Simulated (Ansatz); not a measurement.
CH7BN2O, SMILES `NB(N)CO` at its PBE0-D4/def2-TZVP geometry, where that method's forces vanish. The species carries charge 0 and has multiplicity 1.

```xyz
12

N     1.2180   -0.2825   -0.8448
B     0.3246    0.2315    0.1170
N     0.6068    1.3845    0.8834
C    -1.0535   -0.5358    0.3231
O    -1.3802   -1.4464   -0.7270
H     2.1305    0.0873   -1.0411
H     1.0225   -1.1633   -1.2873
H     1.4792    1.8810    0.8566
H    -0.0518    1.7704    1.5347
H    -0.9904   -1.1477    1.2299
H    -1.8854    0.1636    0.4988
H    -1.4203   -0.9425   -1.5433
```

(1) What forces (eV/Å) does PBE-D4/def2-TZVPP give on these atoms in the Gaussian-basis code of Ansatz? (Best estimate.)

Answers

(1) The calculation gave: 
```
N1  -0.025  0.053  0.001
B2  -0.133 -0.045  0.047
N3  -0.014 -0.041 -0.040
C4   0.155  0.231  0.134
O5  -0.127 -0.637  0.007
H6   0.330  0.123 -0.082
H7  -0.074 -0.311 -0.169
H8   0.311  0.194  0.006
H9  -0.225  0.148  0.228
H10 -0.005 -0.134  0.192
H11 -0.184  0.167  0.074
H12 -0.010  0.251 -0.399
```
